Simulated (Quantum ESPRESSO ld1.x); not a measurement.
Values are calculated unless marked as measured or tabulated.
Question: The aim is neutral neon in [Ne]. This ld1.x (Quantum ESPRESSO 7.5) run was made with `OMP_NUM_THREADS=1 ld1.x < ld1.in > ld1.out`. Can the result be used? Name any fault.

```
 &input
    zed=10.0,
    iswitch=1,
    rel=1,
    lsd=2,
    dft='PW',
    config='[Ne]',
    verbosity='high',
    prefix='ld1',
    max_out_wfc=37,
    file_charge='ld1.rho',
 /
```

Output (excerpt):

```
     Program LD1 v.7.5 starts

 %%%%%%%%%%%%%%%%%%%%%%%%%%%%%%%%%%%%%%%%%%%%%%%%%%%%%%%%%%%%%%%%%%%%%%%%%%%%%%
     Error in routine ld1_readin (1):
     lsd not correct
 %%%%%%%%%%%%%%%%%%%%%%%%%%%%%%%%%%%%%%%%%%%%%%%%%%%%%%%%%%%%%%%%%%%%%%%%%%%%%%

     stopping ...
```

Answer: No (refused). The line at issue: lsd=2. The program stops in ld1_readin with "lsd not correct": lsd takes 0 or 1. The sound input gives -128.3749 hartree.
